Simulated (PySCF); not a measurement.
CBrF2, SMILES F[C](F)Br (connectivity only; charge and spin as stated), charge +1, multiplicity 1.

Geometry: B3LYP-D3(BJ)/def2-SVP. The spin state was assumed, not searched. The isomer is the one that the SMILES or the coordinates give; other isomers of the formula were not compared.

Calculation: B3LYP-D3(BJ)/def2-SVP in PySCF 2.14.0.

Frequencies are harmonic and unscaled.

```json
[
 {"mode": "1", "ν (cm⁻¹)": "360", "IR (km/mol)": "2.3", "moving atoms (share of kinetic energy)": "F 76 %, C 16 %, Br 9 %"},
 {"mode": "2", "ν (cm⁻¹)": "423", "IR (km/mol)": "0.0", "moving atoms (share of kinetic energy)": "F 65 %, Br 33 %"},
 {"mode": "3", "ν (cm⁻¹)": "631", "IR (km/mol)": "15.9", "moving atoms (share of kinetic energy)": "C 85 %, F 14 %"},
 {"mode": "4", "ν (cm⁻¹)": "756", "IR (km/mol)": "32.0", "moving atoms (share of kinetic energy)": "F 75 %, C 21 %"},
 {"mode": "5", "ν (cm⁻¹)": "1398", "IR (km/mol)": "557.3", "moving atoms (share of kinetic energy)": "C 68 %, F 31 %"},
 {"mode": "6", "ν (cm⁻¹)": "1545", "IR (km/mol)": "299.1", "moving atoms (share of kinetic energy)": "C 70 %, F 30 %"}
]
```
